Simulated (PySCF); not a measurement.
## Two-dimensional NMR puzzle

Compound of formula C5H5F3Si. Correlations simulated from computed shifts and the bond graph:

HSQC (one-bond C–H):
```csv
δH,δC
7.36,145.6
3.27,99.3
```

COSY cross peaks (H two or three bonds apart, from the bond graph; peaks can be absent where the dihedral angle is near 90°):
```csv
δH,δH
7.36,4.27
```

HMBC (two and three bonds, from the bond graph):
```csv
δH,δC
7.36,"138.2, 130.8, 82.0"
4.27,"145.6, 138.2"
3.27,"138.2, 82.0"
```

Carbons without hydrogens: δ 138.2, 130.8, 82.0.

[PySCF: geometry from GFN2-xTB; σ from GIAO-PBE0/pcSseg-1; non-relativistic; one averaged value for each set of equivalent atoms; in vacuum; one computed conformer]

Chemical shifts δ = σref − σ; TMS for ¹H (σ = 31.72 ppm), ¹³C (σ = 186.93 ppm), all at this level.

Exchangeable hydrogens are left out of these lists.

Which molecule is this?

## Answers

SMILES C#C/C(=C\[SiH3])C(F)(F)F.

Structure with atom numbers: `[CH:1]#[C:2]/[C:3](=[CH:4]\[SiH3:5])[C:6]([F:7])([F:8])[F:9]`; H(Xn) means a hydrogen on atom n.

δC 145.6 is C4, an alkene CH (δH 7.36). δC 138.2 is C3, a fully substituted alkene carbon. δC 130.8 is C6, a CF3 carbon. δC 99.3 is C1, a terminal alkyne carbon (δH 3.27). δC 82.0 is C2, an alkyne carbon. HMBC from δH 7.36 reaches the proton-free carbons C3, C6, C2. HMBC from δH 4.27 reaches the proton-free carbon C3. HMBC from δH 3.27 reaches the proton-free carbons C3, C2. COSY links 7.36–4.27.

The shifts were computed for this structure.

Shifts are as computed. Against solution values, carbons near 30 ppm lie about +3 ppm off and those near 130 ppm about +5 ppm. Of 1211 compounds with measured shifts, 218 miss one by over three times the rms of a fit or turn the order of signals round; such compounds aren't used in these exercises.
